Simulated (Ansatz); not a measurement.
Stepwise reaction of `F[SiH](F)[O][GeH3]` with hydrogen chloride, as a gas-phase model of exchange steps in deposition or etching. ΔE in kJ/mol.

Program: Ansatz. Geometries: PBE0-D4/def2-TZVP. ΔE: electronic, gas phase. CCSD(T)/CBS adds triple-zeta CCSD(T) − MP2 to the extrapolated MP2 energy (def2 sets, frozen cores). This one scheme is used for every species. Functionals use def2-TZVPP. B3LYP here is the variant with VWN-RPA as its local correlation; programs differ in this. For Ge outer-core shells are correlated without core-valence functions, which leaves a few kJ/mol of doubt a bond. Scalar relativity is left out up to krypton. Each species was taken in one conformer, which may not be the lowest.

```tsv
step	reaction	PBE-D4	B3LYP-D4	ωB97M-V	CCSD(T)/CBS
1	`F[SiH](F)[O][GeH3]` + HCl → `F[SiH](Cl)[O][GeH3]` + H–F	42.4	52.8	51.0	49.6
```

(1) Give the row of step 2, `F[SiH](Cl)[O][GeH3]` + HCl → `Cl[SiH](Cl)[O][GeH3]` + H–F. (Best estimate.)

(2) By hand: ΔE of the 2 steps together at CCSD(T)/CBS.

## Answers

(1) Computed: 
```json
{"step": "2", "reaction": "`F[SiH](Cl)[O][GeH3]` + HCl → `Cl[SiH](Cl)[O][GeH3]` + H–F", "PBE-D4": "41.1", "B3LYP-D4": "50.9", "ωB97M-V": "50.1", "CCSD(T)/CBS": "47.3"}
```

(2) (49.6) + (47.3) = 96.9 kJ/mol, or 48.5 kJ/mol a step.

In ΔE the steps differ by no more than 2.3 kJ/mol. All are uphill at CCSD(T)/CBS. PBE-D4 differs from CCSD(T)/CBS by -7.2 to -6.2 kJ/mol a step. Isolated molecules leave out the surface, adducts and barriers. Largest T1 diagnostic: 0.012.
